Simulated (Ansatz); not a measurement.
`C[NH][GeH]([F])[Cl]` + H₂ → `C[NH][GeH2][Cl]` + H–F at 600 K and 1 bar (hydrogenolysis of a Ge–F bond).

Gas-phase electronic energies from Ansatz, PBE0-D4/def2-TZVP geometries. CCSD(T)/CBS is the MP2 limit (def2-TZVPP, def2-QZVPP) plus CCSD(T) − MP2 in def2-TZVPP, frozen cores. This one scheme is used for every species. For Ge outer-core shells are correlated without core-valence functions, which leaves a few kJ/mol of doubt a bond. Scalar relativity is left out up to krypton. Each species was taken in one conformer, which may not be the lowest.

```csv
species,CCSD(T)/CBS energy (Eh),H − E (kJ/mol),S (J/(mol·K))
`C[NH][GeH]([F])[Cl]`,-2731.53480,236.5,459.3
H₂,-1.17544,43.9,150.8
`C[NH][GeH2][Cl]`,-2632.29815,245.4,426.6
H–F,-100.39570,42.3,194.0
```

H − E and S are ideal-gas, rigid-rotor, harmonic terms from PBE0-D4/def2-TZVP, for one conformer and one mirror image of each species. The MP2-based limit puts H₂ 0.8 mEh under its directly extrapolated value; such offsets cancel only in part. 1 Eh = 2625.50 kJ/mol, R = 8.31446 J/(mol·K).

By hand: ΔE, ΔH, ΔS and ΔG.

ΔE = (-2632.29815) + (-100.39570) − (-2731.53480) − (-1.17544) = 0.01639 Eh = 43.0 kJ/mol. Δ(H − E) = 245.4 + 42.3 − 236.5 − 43.9 = 7.3, so ΔH = 50.3 kJ/mol. ΔS = 426.6 + 194.0 − 459.3 − 150.8 = 10.5 J/(mol·K). ΔG = 50.3 − 600 × (10.5)/1000 = 44.0 kJ/mol.

By hand: the equilibrium constant, and the temperature at which ΔG would vanish if ΔH and ΔS stayed fixed.

log₁₀ K = −ΔG/(RT ln 10) = -3.8. ΔG = 0 at ΔH/ΔS = 4790 K, far beyond where these terms or the molecules hold.

The number of gas molecules stays the same, so ΔS is small and ΔH decides. A doubt of 5 kJ/mol in ΔE shifts log₁₀ K by 0.4 here. Other conformers and mirror images would add mixing entropy, several J/(mol·K) or more a flexible species. Modes under 60 cm⁻¹, often nearly free rotors, make the harmonic entropy too high. These are equilibria of isolated gas molecules and say nothing of rates. Largest T1 diagnostic: 0.011 (customary marks: 0.02 for closed shells, 0.045 for open ones).
